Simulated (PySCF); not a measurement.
# Electron correlation in Zn³⁺ (zinc, charge +3)

Starting occupation: [Ar] 3d8 4s1, 3d3/2 with m_j = -1/2, +1/2, +3/2, 3d5/2 with m_j = -3/2, -1/2, +1/2, +3/2, +5/2, 4s1/2 with m_j = +1/2. All numbers are calculated (PySCF 2.14, X2C-1e with screened-nucleus spin-orbit coupling, Gaussian nucleus, in x2c-TZVPall-2c (6s7p4d1f, 54 functions)). Frozen: [Ne]; 17 electrons correlated; the 6 highest virtual spinors left out.

MP2 pair energies summed by pair of shells (mhartree):

```
 pair   energy  share (%)
3d-3d  -175.02       38.9
3d-3p  -153.48       34.2
3p-3p   -44.94       10.0
3d-3s   -29.21        6.5
3p-3s   -18.15        4.0
3d-4s   -18.01        4.0
3p-4s    -7.28        1.6
3s-3s    -2.67        0.6
3s-4s    -0.63        0.1
```

Total MP2 correlation energy: -449.39 mhartree.

The GHF reference relaxed away from the jj start to a determinant that is no pure jj level (⟨S²⟩ = 3.75, ⟨J²⟩ = 24.75); the energies belong to that determinant.

This basis was not built for core-valence correlation, so the inner-shell part is incomplete.
